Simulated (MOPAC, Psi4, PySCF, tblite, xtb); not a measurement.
Dimer CH2O2 ··· CS2 (SMILES O=CO and S=C=S) at R = 3.42 Å between the centres of mass, closest contact 2.51 Å (lowest of the rigid-body minima from ten starts at GFN2-xTB). Geometry in Å and degrees:

```
O
C 1 1.1968
O 2 1.3438 1 125.18
H 3 0.9719 2 107.72 1 0.00
H 2 1.0973 1 125.24 3 179.99
S 4 2.5141 3 156.56 2 -49.12
C 6 1.5527 4 100.55 3 26.52
S 7 1.5527 1 87.42 2 137.10
```

- GFN2-xTB (tblite)
- SAPT0/jun-cc-pVDZ, frozen core (Psi4)
- revPBE/def2-TZVP, counterpoise-corrected (Psi4)
- revPBE-D3(BJ)/def2-TZVP, counterpoise-corrected (Psi4)
- PBE/def2-TZVP, counterpoise-corrected (Psi4)
- PBE-D3(BJ)/def2-TZVP, counterpoise-corrected (Psi4)
- HF/aug-cc-pVDZ, counterpoise-corrected (Psi4)
- MP2/aug-cc-pVDZ = DF-MP2/aug-cc-pVDZ, frozen core, counterpoise-corrected in Psi4
- SCS-MP2/aug-cc-pVDZ = DF-SCS-MP2/aug-cc-pVDZ, frozen core, counterpoise-corrected (Psi4 1.11)
- PM3, restricted, heats of formation (MOPAC)
- PM6, restricted, heats of formation (MOPAC)
- GFN1-xTB (xtb)
- RKS-B3LYP/6-31G* = restricted B3LYP/6-31G*, spherical d, no counterpoise correction (PySCF 2.14.0)
- RKS-M06-2X/6-31G* = restricted M06-2X/6-31G*, spherical d, no counterpoise correction (PySCF)
- RKS-B3LYP/3-21G = PySCF with restricted B3LYP/3-21G, no counterpoise correction
- RKS-BP86/6-31G* = restricted BP86/6-31G*, spherical d, no counterpoise correction (PySCF)

Q: What interaction energy does each level give?

A: 
```tsv
method	E_int / kcal/mol
GFN1-xTB	-3.67
RKS-B3LYP/3-21G	-3.09
RKS-M06-2X/6-31G*	-2.69
GFN2-xTB	-2.55
PBE-D3(BJ)/def2-TZVP	-1.42
revPBE-D3(BJ)/def2-TZVP	-1.04
MP2/aug-cc-pVDZ	-0.98
SAPT0/jun-cc-pVDZ	-0.93
PM6	-0.55
RKS-B3LYP/6-31G*	-0.40
SCS-MP2/aug-cc-pVDZ	0.00
RKS-BP86/6-31G*	0.29
PBE/def2-TZVP	0.32
HF/aug-cc-pVDZ	2.62
revPBE/def2-TZVP	2.65
PM3	2.72
```
